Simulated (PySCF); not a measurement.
singlet silylene (H2Si), singlet, at a GFN2-xTB geometry; PBE0/pcseg-1 (PySCF).

The PySCF input:
```python
from pyscf import gto, scf, dft

mol = gto.Mole()
mol.atom = '''
    Si   -0.00666824   -0.00277970    0.12275926
    H     0.04778718    1.13172388   -0.83406892
    H     0.04556812   -1.09280805   -0.88456070
'''
mol.basis = 'pcseg-1'
mol.verbose = 4
mol.build()

mf = dft.RKS(mol)
mf.xc = 'pbe0'
mf.grids.level = 1
mf.kernel()
```

### Question
Write the output that PySCF gives for this input, abridged.

### Answer

```
PySCF version 2.14.0

[INPUT] verbose = 4
[INPUT] num. atoms = 3
[INPUT] num. electrons = 16
[INPUT] charge = 0
[INPUT] spin (= nelec alpha-beta = 2S) = 0
[INPUT] symmetry False subgroup None
[INPUT] Mole.unit = angstrom
[INPUT] Symbol           X                Y                Z      unit          X                Y                Z       unit  Magmom
[INPUT]  1 Si    -0.006668240000  -0.002779700000   0.122759260000 AA   -0.012601147333  -0.005252871708   0.231981380654 Bohr   0.0
[INPUT]  2 H      0.047787180000   1.131723880000  -0.834068920000 AA    0.090304682465   2.138648181830  -1.576161827812 Bohr   0.0
[INPUT]  3 H      0.045568120000  -1.092808050000  -0.884560700000 AA    0.086111266811  -2.065107921220  -1.671577463554 Bohr   0.0

nuclear repulsion = 10.2147613267598
number of shells = 7
number of NR pGTOs = 58
number of NR cGTOs = 28
basis = pcseg-1
ecp = {}

******** <class 'pyscf.dft.rks.RKS'> ********
method = RKS
initial guess = minao
damping factor = 0
level_shift factor = 0
DIIS = <class 'pyscf.scf.diis.CDIIS'>
diis_start_cycle = 1
diis_space = 8
diis_damp = 0
SCF conv_tol = 1e-09
SCF conv_tol_grad = None
SCF max_cycles = 50
direct_scf = True
direct_scf_tol = 1e-13
XC library pyscf.dft.libxc version 7.1.2
    S. Lehtola, C. Steigemann, M. J. T. Oliveira, and M. A. L. Marques,  SoftwareX 7, 1–5 (2018)
XC functionals = pbe0
    C. Adamo and V. Barone,  J. Chem. Phys. 110, 6158 (1999)
    M. Ernzerhof and G. E. Scuseria,  J. Chem. Phys. 110, 5029 (1999)
radial grids:
    Treutler-Ahlrichs [JCP 102, 346 (1995); DOI:10.1063/1.469408] (M4) radial grids

becke partition: Becke, JCP 88, 2547 (1988); DOI:10.1063/1.454033
pruning grids: <function nwchem_prune>
grids dens level: 1
symmetrized grids: False
atomic radii adjust function: <function treutler_atomic_radii_adjust>
small_rho_cutoff = 0
Set gradient conv threshold to 3.16228e-05
Initial guess from minao.
tot grids = 11360
init E= -290.290614469293
  HOMO = -0.225826467442283  LUMO = -0.135878818816922  gap/eV = 2.44760
cycle= 1 E= -290.4594255629  delta_E= -0.169  |g|= 0.0934  |ddm|= 1.66
  HOMO = -0.248938490445852  LUMO = -0.122718276131134  gap/eV = 3.43463
cycle= 2 E= -290.462034673347  delta_E= -0.00261  |g|= 0.0355  |ddm|= 0.216
  HOMO = -0.240450642790569  LUMO = -0.113304216407878  gap/eV = 3.45983
cycle= 3 E= -290.46257845943  delta_E= -0.000544  |g|= 0.00531  |ddm|= 0.106
  HOMO = -0.242928282311708  LUMO = -0.115045618664577  gap/eV = 3.47986
cycle= 4 E= -290.462591083591  delta_E= -1.26e-05  |g|= 0.000222  |ddm|= 0.0151
  HOMO = -0.2428339643592  LUMO = -0.114989236096638  gap/eV = 3.47883
cycle= 5 E= -290.462591105901  delta_E= -2.23e-08  |g|= 2.41e-05  |ddm|= 0.000869
  HOMO = -0.242823018803033  LUMO = -0.114977928661343  gap/eV = 3.47884
cycle= 6 E= -290.462591106201  delta_E= -3e-10  |g|= 5.59e-06  |ddm|= 0.00011
  HOMO = -0.242824821353795  LUMO = -0.114980472093318  gap/eV = 3.47882
Extra cycle  E= -290.462591106214  delta_E= -1.33e-11  |g|= 1.97e-06  |ddm|= 1.72e-05
converged SCF energy = -290.462591106214
```
